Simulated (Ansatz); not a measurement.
Consider the hydrogenolysis of a Ga–O bond: `[CH3][Ga]([CH3])[OH]` + H₂ → `[CH3][GaH][CH3]` + H₂O.

Gas-phase electronic energies from Ansatz, PBE0-D4/def2-TZVP geometries. CCSD(T)/CBS adds triple-zeta CCSD(T) − MP2 to the extrapolated MP2 energy (def2 sets, frozen cores). This one scheme is used for every species. DFT in def2-TZVPP. For Ga outer-core shells are correlated without core-valence functions, which leaves a few kJ/mol of doubt a bond. Scalar relativity is left out up to krypton. One conformer a species, not always the lowest.

`[CH3][Ga]([CH3])[OH]`:

Z-matrix (Å, degrees):
```
C
Ga 1 1.957
H 1 1.093 2 110.7
H 1 1.090 2 110.3 3 -120.4
H 1 1.093 2 110.9 3 119.0
C 2 1.967 1 129.2 3 -60.2
O 2 1.800 1 112.8 3 119.6
H 6 1.091 2 112.0 1 -175.4
H 6 1.093 2 110.1 1 64.0
H 6 1.093 2 110.5 1 -54.2
H 7 0.959 2 114.3 1 -180.0
```

H₂:

Cartesian coordinates in Å:
```
H -0.307 -0.172 0.123
H 0.307 0.172 -0.123
```

`[CH3][GaH][CH3]`:

Z-matrix (Å, degrees):
```
C
Ga 1 1.971
H 1 1.091 2 112.5
H 1 1.096 2 109.0 3 119.1
H 1 1.092 2 111.5 3 -123.0
C 2 1.971 1 120.1 3 157.3
H 2 1.579 1 120.0 3 -22.6
H 6 1.092 2 111.5 1 33.7
H 6 1.096 2 109.0 1 -84.2
H 6 1.091 2 112.5 1 156.7
```

H₂O:

Cartesian coordinates in Å:
```
O -0.322 -0.140 0.168
H -0.251 0.617 -0.418
H 0.573 -0.477 0.249
```

```json
{"level": "PBE-D4", "ΔE (kJ/mol)": "58.4"}
{"level": "r2SCAN0-D4", "ΔE (kJ/mol)": "56.4"}
{"level": "PBE", "ΔE (kJ/mol)": "55.9"}
{"level": "r2SCAN", "ΔE (kJ/mol)": "62.7"}
```

What does CCSD(T)/CBS give? (Estimate.)

The calculation gave: +59.1 kJ/mol. The listed levels differ from it by -0.7, -2.7, -3.2, 3.6 kJ/mol.

Largest T1 diagnostic among the species: 0.013.

At CCSD(T), def2-SVP lies +4.5 kJ/mol from the extrapolated value and def2-TZVPP +0.8 kJ/mol. The D4 term adds +4.0 kJ/mol with B3LYP and +2.2 kJ/mol with PBE0; it sums over pairs of atoms, weighted by their polarisabilities, and B3LYP, whose exchange is more repulsive, gets the larger term.

B3LYP here is the variant with VWN-RPA as its local correlation; programs differ in this.
